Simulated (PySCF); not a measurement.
Pb(Cl)2 cation (Cl2Pb), SMILES [Cl][Pb][Cl] (connectivity only; charge and spin as stated), charge +1, multiplicity 2. Geometry: B3LYP-D3(BJ)/def2-TZVP. The spin state was assumed, not searched. The isomer is the one that the SMILES or the coordinates give; other isomers of the formula were not compared. The def2 effective core potentials stand for the cores of Pb; spin–orbit coupling is left out.

Level of theory: B3LYP-D3(BJ)/def2-TZVP run with PySCF.

Harmonic wavenumbers (cm⁻¹): 175, 208, 303. Rotational constants (GHz): 3.847, 2.022, 1.325; symmetry number 2.

**Question.** Work out the zero-point energy and the ideal-gas rigid-rotor harmonic-oscillator thermochemistry at 298.15 K and 1 atm.

**Answer.** ZPE = ½ Σ hcν = ½ × 686 cm⁻¹ = 4.10 kJ/mol. H − E(el) = 18.13 kJ/mol. Entropy in J/(mol K): translation 178.94, rotation 110.70, vibration 24.44, spin 5.76, total 319.84. G − E(el) = -77.23 kJ/mol. Cp = 55.72 J/(mol K).
